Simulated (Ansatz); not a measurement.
Gas-phase electronic energies from Ansatz, PBE0-D4/def2-TZVP geometries. CBS: MP2 limit from def2 TZ/QZ plus the TZ coupled-cluster correction, frozen cores. This one scheme is used for every species. Functionals use def2-TZVPP. Each species was taken in one conformer, which may not be the lowest.

Consider the ligand exchange at the Si–N bond: `CN[SiH](N)O` + CH₃SH → `CS[SiH](N)O` + CH₃NH₂.

`CN[SiH](N)O`:

```xyz
13

C    -1.262    1.422   -0.276
N    -0.508    0.323   -0.830
Si    0.795   -0.486   -0.101
N     0.397   -0.779    1.530
O     0.999   -1.775   -1.113
H    -0.981    2.393   -0.702
H    -1.088    1.471    0.801
H    -2.338    1.288   -0.426
H    -0.648    0.172   -1.816
H     2.106    0.222   -0.009
H     1.106   -0.812    2.243
H    -0.445   -1.258    1.804
H     1.866   -2.181   -1.106
```

CH₃SH:

Cartesian coordinates in Å:
```
C 0.004 0.367 -0.326
S 0.019 -0.354 1.330
H 0.876 0.061 -0.904
H 0.042 1.448 -0.187
H -0.911 0.119 -0.863
H -0.031 -1.640 0.950
```

`CS[SiH](N)O`:

Cartesian coordinates in Å:
```
C -0.122 1.842 1.291
S 0.123 1.436 -0.464
Si 0.285 -0.674 -0.379
N 0.144 -1.335 -1.943
O -0.913 -1.144 0.646
H 0.766 1.600 1.875
H -0.298 2.915 1.344
H -0.984 1.310 1.687
H 1.602 -1.139 0.132
H 0.959 -1.678 -2.424
H -0.582 -1.049 -2.579
H -0.981 -2.086 0.813
```

CH₃NH₂:

Z-matrix (Å, degrees):
```
C
N 1 1.453
H 1 1.092 2 109.4
H 1 1.100 2 115.4 3 -121.6
H 1 1.092 2 109.4 3 116.8
H 2 1.012 1 110.6 3 62.6
H 2 1.012 1 110.6 3 -179.3
```

Q: Is it downhill or uphill in electronic energy at CCSD(T)/CBS, and by how much? (Best estimate.)

A: Computed: Uphill: ΔE = +5.6 kJ/mol.

Q: What do these levels give: r2SCAN-D4, B2PLYP, r2SCAN, SCS-MP2/def2-TZVPP, SCS-MP2/def2-QZVPP, MP2/CBS(def2)? (An estimate is asked.)

A: Ansatz gave: r2SCAN-D4 3.2, B2PLYP 8.4, r2SCAN 3.3, SCS-MP2/def2-TZVPP 9.4, SCS-MP2/def2-QZVPP 7.7, MP2/CBS(def2) 2.9 kJ/mol.

Largest T1 diagnostic among the species: 0.011.

In def2-TZVPP, CCSD(T) changes the Hartree–Fock value by −5.8 kJ/mol (the triples alone add −2.4 kJ/mol) and MP2 by −8.4 kJ/mol.
